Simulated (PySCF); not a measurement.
# Löwdin shares of the frontier orbitals

Compound: 3-pentyl acetate, C7H14O2.
Cartesian coordinates in Å at the PBE0-D3(BJ)/def2-SVP level; atoms count from 1:
```
atom  x, y, z in Å
C1    -0.3375    2.0106   -1.3178
C2    -1.2094    0.7710   -1.2077
C3    -0.8712   -0.1088   -0.0157
C4    -1.7708   -1.3270    0.1088
C5    -1.4585   -2.1960    1.3153
O6     0.4833   -0.5637   -0.1670
C7     1.3895   -0.2220    0.7605
C8     2.7410   -0.7712    0.4037
O9     1.1476    0.4369    1.7369
H10   -0.4020    2.6283   -0.4087
H11   -0.6359    2.6342   -2.1733
H12    0.7191    1.7377   -1.4596
H13   -2.2700    1.0592   -1.1191
H14   -1.1280    0.1647   -2.1262
H15   -0.9137    0.4844    0.9120
H16   -1.6908   -1.9186   -0.8194
H17   -2.8120   -0.9677    0.1589
H18   -2.1560   -3.0435    1.3879
H19   -1.5245   -1.6209    2.2518
H20   -0.4406   -2.6090    1.2510
H21    3.4537   -0.5449    1.2040
H22    2.6772   -1.8563    0.2411
H23    3.0827   -0.3216   -0.5403
```

Theory: TDDFT CAM-B3LYP/def2-SVPD, vertical, gas phase, core orbitals frozen in the response in PySCF 2.14.0, density-fitted response routines.

Kohn–Sham orbitals with the atoms that hold most of them (Löwdin shares over 4%, at most four atoms; ? is withheld):

| orbital | ε (eV) | atoms |
| --- | --- | --- |
| LUMO+2 | 1.69 | C8 12%, H13 11%, H17 11%, C2 10% |
| LUMO+1 | 1.44 | C7 31%, O9 25%, O6 10%, C8 8% |
| LUMO | 1.18 | ? |
| HOMO | -9.45 | ? |
| HOMO-1 | -9.89 | O6 33%, O9 19%, C3 12%, C2 9% |
| HOMO-2 | -10.67 | C3 20%, O6 16%, H15 12%, C4 11% |
| HOMO-3 | -11.00 | C2 14%, C4 14%, C5 13%, C1 13% |

**Question.** Give the leading atoms of the LUMO.

**Answer.** C8 (bonded to C and 3 H) 15%; C1 (bonded to C and 3 H) 9%; C5 (bonded to C and 3 H) 8%; C7 (bonded to C and 2 O) 7%.

**Question.** Which atoms hold the HOMO, and with what shares?

**Answer.** O9 (bonded to C) 66%; C8 (bonded to C and 3 H) 9%; C7 (bonded to C and 2 O) 8%; O6 (bonded to 2 C) 7%. By element: oxygen 73%, carbon 17% or more.

**Question.** How does S1 compare with the orbital gap of 10.63 eV?

**Answer.** S1 is at 5.98 eV (f = 0.0007), 4.65 eV below the gap, made of HOMO→LUMO+1 (81%), HOMO→LUMO+3 (14%). Its leading pair isn't HOMO and LUMO; the energies of that pair differ by 10.89 eV. 

**Question.** One configuration dominates each of S1, S2, S3 and S4. Which, and how do the shares of the two leading atoms of either orbital change from the occupied to the empty one?

**Answer.** 
- S1 (5.98 eV, f 0.0007), HOMO→LUMO+1 (81%): O9 66% → 25%, C8 9% → 8%, C7 8% → 31%; low, almost dark, from the terminal oxygen into the C=O bond, the pattern of n→π*
- S2 (7.83 eV, f 0.026), HOMO→LUMO (78%): O9 66% → at most 8%, C8 9% → 15%, C1 at most 8% → 9%
- S3 (8.05 eV, f 0.131), HOMO-1→LUMO+1 (82%): O6 33% → 10%, O9 19% → 25%, C7 at most 9% → 31%
- S4 (8.37 eV, f 0.0031), HOMO-1→LUMO (89%): O6 33% → at most 8%, O9 19% → at most 8%, C8 at most 9% → 15%, C1 at most 9% → 9%

Orbitals of the list HOMO-3 to LUMO+2 that lie within 0.01 eV of each other are written together with a slash and their weights summed (≥ marks a lower bound); for degenerate orbitals outside that list single weights are arbitrary.

One conformer stands for the species.
